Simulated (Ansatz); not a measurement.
`[SiH3]N[SiH2]Br` + H–F → `F[SiH2]N[SiH3]` + HBr at 600 K and 1 bar (ligand exchange at the Si–Br bond).

Computed with Ansatz on PBE0-D4/def2-TZVP structures; ΔE is electronic, products minus reactants. CCSD(T)/CBS adds triple-zeta CCSD(T) − MP2 to the extrapolated MP2 energy (def2 sets, frozen cores). This one scheme is used for every species. For Br outer-core shells are correlated without core-valence functions, which leaves a few kJ/mol of doubt a bond. Scalar relativity is left out up to krypton. Each species was taken in one conformer, which may not be the lowest.

```
          species  CCSD(T)/CBS energy (Eh)  H − E (kJ/mol)  S (J/(mol·K))
`[SiH3]N[SiH2]Br`              -3209.88376           220.3          459.2
              H–F               -100.39570            42.3          194.0
 `F[SiH2]N[SiH3]`               -736.37696           222.4          429.5
              HBr              -2573.91920            33.5          219.1
```

H − E and S are ideal-gas, rigid-rotor, harmonic terms from PBE0-D4/def2-TZVP, for one conformer and one mirror image of each species. 1 Eh = 2625.50 kJ/mol, R = 8.31446 J/(mol·K).

By hand: ΔE, ΔH, ΔS and ΔG.

ΔE = (-736.37696) + (-2573.91920) − (-3209.88376) − (-100.39570) = -0.01670 Eh = -43.8 kJ/mol. Δ(H − E) = 222.4 + 33.5 − 220.3 − 42.3 = -6.7, so ΔH = -50.5 kJ/mol. ΔS = 429.5 + 219.1 − 459.2 − 194.0 = -4.6 J/(mol·K). ΔG = -50.5 − 600 × (-4.6)/1000 = -47.7 kJ/mol.

By hand: the equilibrium constant, and the temperature at which ΔG would vanish if ΔH and ΔS stayed fixed.

log₁₀ K = −ΔG/(RT ln 10) = 4.2. ΔG = 0 at ΔH/ΔS = 10978 K, far beyond where these terms or the molecules hold.

The number of gas molecules stays the same, so ΔS is small and ΔH decides. A doubt of 5 kJ/mol in ΔE shifts log₁₀ K by 0.4 here. Other conformers and mirror images would add mixing entropy, several J/(mol·K) or more a flexible species. Modes under 60 cm⁻¹, often nearly free rotors, make the harmonic entropy too high. These are equilibria of isolated gas molecules and say nothing of rates. Largest T1 diagnostic: 0.011 (customary marks: 0.02 for closed shells, 0.045 for open ones).
